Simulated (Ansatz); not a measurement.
Computed with Ansatz on PBE0-D4/def2-TZVP structures; ΔE is electronic, products minus reactants. CBS: MP2 limit from def2 TZ/QZ plus the TZ coupled-cluster correction, frozen cores. DFT in def2-TZVPP. B3LYP here is the variant with VWN-RPA as its local correlation; programs differ in this. HSE06 is defined as in plane-wave codes. def2 core potentials past Kr. For Sb outer-core shells are correlated without core-valence functions, which leaves a few kJ/mol of doubt a bond. Each species was taken in one conformer, which may not be the lowest.

Consider the formal exchange of groups at a C–Si bond: `C=NC[SiH2]C` + `[CH3][SbH2]` → `[CH3][SbH][CH3]` + `C=NC[SiH3]`.

`C=NC[SiH2]C`:

Z-matrix (Å, degrees):
```
C
N 1 1.436
Si 1 1.895 2 109.4
H 1 1.102 2 113.6 3 -123.0
H 1 1.096 2 108.9 3 116.6
C 2 1.259 1 118.7 3 110.4
C 3 1.866 1 111.2 2 56.7
H 3 1.491 1 107.7 2 178.5
H 3 1.490 1 108.0 2 -64.9
H 6 1.099 2 123.2 1 2.2
H 6 1.089 2 119.3 1 -178.1
H 7 1.092 3 111.1 1 -177.2
H 7 1.092 3 110.0 1 -56.9
H 7 1.093 3 110.8 1 62.5
```

`[CH3][SbH2]`:

Cartesian coordinates in Å:
```
C -0.723 -0.404 0.277
Sb 0.635 0.519 -1.130
H -1.669 0.135 0.254
H -0.897 -1.435 -0.030
H -0.313 -0.385 1.285
H 2.012 -0.300 -0.529
H 0.955 1.868 -0.127
```

`[CH3][SbH][CH3]`:

```xyz
10

C     1.120    0.968    0.631
Sb    0.789   -1.038   -0.097
C    -1.159   -0.617   -0.930
H     1.350    1.615   -0.216
H     1.967    0.973    1.317
H     0.234    1.340    1.144
H     0.156   -1.598    1.395
H    -1.031   -0.041   -1.848
H    -1.663   -1.553   -1.171
H    -1.763   -0.049   -0.224
```

`C=NC[SiH3]`:

Z-matrix (Å, degrees):
```
C
N 1 1.436
Si 1 1.892 2 109.5
H 1 1.095 2 109.0 3 -116.7
H 1 1.102 2 113.6 3 122.8
C 2 1.259 1 118.6 3 -110.8
H 3 1.484 1 110.5 2 -58.1
H 3 1.487 1 109.5 2 62.6
H 3 1.488 1 108.9 2 -178.2
H 6 1.089 2 119.2 1 178.4
H 6 1.099 2 123.3 1 -1.8
```

```json
{"level": "B97M-V", "ΔE (kcal/mol)": "8.0", "difference from CCSD(T)/CBS": "3.2"}
{"level": "r2SCANh-D4", "ΔE (kcal/mol)": "6.9", "difference from CCSD(T)/CBS": "2.1"}
{"level": "HSE06-D4", "ΔE (kcal/mol)": "6.7", "difference from CCSD(T)/CBS": "1.9"}
{"level": "BHLYP-D4", "ΔE (kcal/mol)": "6.3", "difference from CCSD(T)/CBS": "1.5"}
{"level": "CAM-B3LYP-D4", "ΔE (kcal/mol)": "6.7", "difference from CCSD(T)/CBS": "1.9"}
{"level": "PBE-QIDH", "ΔE (kcal/mol)": "6.2", "difference from CCSD(T)/CBS": "1.4"}
{"level": "BLYP", "ΔE (kcal/mol)": "5.5", "difference from CCSD(T)/CBS": "0.7"}
{"level": "B3LYP", "ΔE (kcal/mol)": "6.0", "difference from CCSD(T)/CBS": "1.2"}
{"level": "r2SCANh", "ΔE (kcal/mol)": "6.8", "difference from CCSD(T)/CBS": "2.0"}
{"level": "r2SCAN0", "ΔE (kcal/mol)": "7.0", "difference from CCSD(T)/CBS": "2.2"}
{"level": "LC-ωPBE", "ΔE (kcal/mol)": "7.0", "difference from CCSD(T)/CBS": "2.2"}
{"level": "HF/def2-SVP", "ΔE (kcal/mol)": "7.3", "difference from CCSD(T)/CBS": "2.5"}
{"level": "MP2/def2-SVP", "ΔE (kcal/mol)": "6.6", "difference from CCSD(T)/CBS": "1.8"}
{"level": "CCSD/def2-SVP", "ΔE (kcal/mol)": "7.0", "difference from CCSD(T)/CBS": "2.2"}
{"level": "HF/def2-TZVPP", "ΔE (kcal/mol)": "6.2", "difference from CCSD(T)/CBS": "1.4"}
{"level": "SCS-MP2/def2-TZVPP", "ΔE (kcal/mol)": "4.7", "difference from CCSD(T)/CBS": "-0.1"}
{"level": "CCSD(T)/CBS", "ΔE (kcal/mol)": "4.8", "difference from CCSD(T)/CBS": "0"}
```

Largest T1 diagnostic among the species: 0.013.

Leaving LDA and LC-ωPBE aside and taking each functional with its dispersion term where it has one, the values, not all of them listed here, spread over 2.5 kcal/mol, from BLYP-D4 to B97M-V. LDA lies +1.6 kcal/mol from PBE without D4. From BLYP to BHLYP (50 % exact exchange), in def2-TZVPP and without D4, ΔE moves by +1.0 kcal/mol.
